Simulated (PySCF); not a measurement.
Coordinates in bohr (charge 0 multiplicity 2):
```
W     0.1716    0.0000    0.1126
N    -2.4353    0.0000   -1.5971
H    -0.4511    0.0000    3.4223
H     2.9590    0.0000   -1.7775
```

Method: UPBE0 in PySCF with W def2-TZVP with ECP60, N def2-TZVP, H def2-TZVP; scalar-relativistic core potentials, no spin–orbit coupling; density-fitted integrals.

This geometry of H₂WN is a stationary point at this level.

Question: What is the point group?

Answer: C2v.

Question: Is it a minimum?

Answer: No: it has 1 imaginary mode, at 333i cm⁻¹ (b1).

Question: List the harmonic modes with their infrared intensities.

Answer: 
| symmetry | ω (cm⁻¹) | IR (km/mol) | type |
| --- | --- | --- | --- |
| b1 | 333i | – | bend |
| b2 | 414 | 17.9 | bend |
| a1 | 691 | 30.6 | bend |
| a1 | 1162 | 91.4 | stretch |
| b2 | 1743 | 449 | stretch |
| a1 | 1858 | 129 | stretch |

In C2v the vibrations span b1 + 2b2 + 3a1. Here b1 is antisymmetric to the molecular plane and b2 lies in it.

Only a few start shapes were tried, so a lower isomer may exist. With open d or f shells other occupations or spin states may lie lower. At this level a doublet minimum of Cs symmetry lies 119 kJ/mol below this structure. Spin–orbit coupling, left out here, can matter for elements this heavy.
